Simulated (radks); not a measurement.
Values are calculated unless marked as measured or tabulated.
Os2+, configuration [Kr] 4d10 4f14 5s1 5p6 5d6 6p1 (not the ground configuration). Level of theory: Dirac Kohn-Sham, PBEsol, spin-unpolarised, spherical densities, point nucleus; open shells fill j = l - 1/2 first (a radial shooting solver on a logarithmic mesh with Libxc functionals).

Normalised radial functions P(r) = r R(r) (large component), r in bohr:

```
   r/bohr * 4f7/2, o 5d3/2, + 6p3/2 (the largest magnitude, 1.33, reaches the edge; | marks zero, & curves that meet)
 0.003046                             &
 0.004844                             &
 0.007642                             &
  0.01215                             &+
  0.01918                             &+
   0.0305                             *o+
  0.04812                             * &
  0.07592                             + *  o
   0.1207                           + |     &
   0.1905                           + |o             *
    0.303                      o      |  +                     *
    0.478                       o     | +                        *
   0.7603                        +    |       o         *
      1.2                         +   |      *          o
    1.893                             | *     +     o
     3.01                             *    o       +
    4.749                             *o     +
    7.553                             &+
```

4f7/2: eigenvalue -76.200 eV, 0 radial nodes, <r> = 0.558 bohr, 90 % of the charge inside 0.909 bohr. 5d3/2: eigenvalue -28.252 eV, 2 radial nodes at r = 0.201, 0.592 bohr, <r> = 1.58 bohr, 90 % of the charge inside 2.40 bohr. 6p3/2 (empty): eigenvalue -14.925 eV, 4 radial nodes at r = 0.0787, 0.225, 0.546, 1.42 bohr, <r> = 3.22 bohr, 90 % of the charge inside 4.65 bohr.
